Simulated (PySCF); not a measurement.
These compounds are isomers of formula C$_{7}$H$_{12}$NP.

A. `Cc1cn(C(C)C)cp1`
B. SMILES CCc1cn(CC)cp1
C. `Cc1cc(C)p(N)c1C`

Spectrum 1. ¹H NMR (400 MHz, computed): δ 6.22 (m, 1H), 2.14 (m, 3H), 2.08 (m, 3H), 1.93 (s, 3H), 0.97 (br s, 2H). ¹³C{¹H} NMR (computed): δ 156.6 (C), 146.9 (C), 143.2 (C), 141.2 (CH), 17.6 (CH3), 16.6 (CH3), 13.4 (CH3).

Spectrum 2. ¹H NMR (400 MHz, computed): δ 7.74 (m, 1H), 7.06 (m, 1H), 3.74 (q, 2H), 2.63 (m, 2H), 1.33 (t, 3H), 1.25 (t, 3H). ¹³C{¹H} NMR (computed): δ 161.1 (C), 159.1 (CH), 131.0 (CH), 49.7 (CH2), 27.1 (CH2), 23.2 (CH3), 19.9 (CH3).

Spectrum 3. ¹H NMR (400 MHz, computed): δ 7.72 (m, 1H), 7.11 (m, 1H), 3.76 (sept, 1H), 2.47 (m, 3H), 1.38 (d, 6H). ¹³C{¹H} NMR (computed): δ 159.5 (CH), 153.0 (C), 127.2 (CH), 57.7 (CH), 25.2 (CH3), 17.7 (CH3).

No solvent, non-relativistic, averaged over atoms made equivalent by symmetry, fast rotation or ring inversion, single conformer. PBE0-D3(BJ)/def2-SVP geometry; shieldings: GIAO PBE0/pcSseg-1; PySCF.

Chemical shifts δ = σref − σ; TMS for ¹H (σref 31.27) and ¹³C (σref 184.41), all at this level. Splittings of carbon signals by F and P are missing where no couplings were computed. Where no couplings were computed, multiplicities follow the n + 1 count of equivalent neighbours, and m marks all less simple cases (inequivalent or close neighbours, rings, F or P nearby). Shifts are as computed. Against solution values, carbons near 30 ppm lie about +2 ppm off and those near 130 ppm about +5 ppm. Of 1309 compounds with measured shifts, 239 miss one by over three times the rms of a fit or turn the order of signals round; such compounds aren't used in these exercises. OH and NH positions are gas-phase values without hydrogen bonding to other molecules.

Match each spectrum to its structure.

## Answers

1–C, 2–B, 3–A.

- Spectrum 1 (C): 7 ¹³C signals; δC 17.6 is a methyl carbon on an unsaturated ring; δC 16.6 is a methyl carbon on an unsaturated ring.
- Spectrum 2 (B): 7 ¹³C signals; δC 159.1 is an aromatic CH next to a ring nitrogen; δC 49.7 is an sp3 CH2 bonded to N.
- Spectrum 3 (A): 6 ¹³C signals; δC 159.5 is an aromatic CH next to a ring nitrogen; δC 57.7 is an sp3 CH bonded to N.
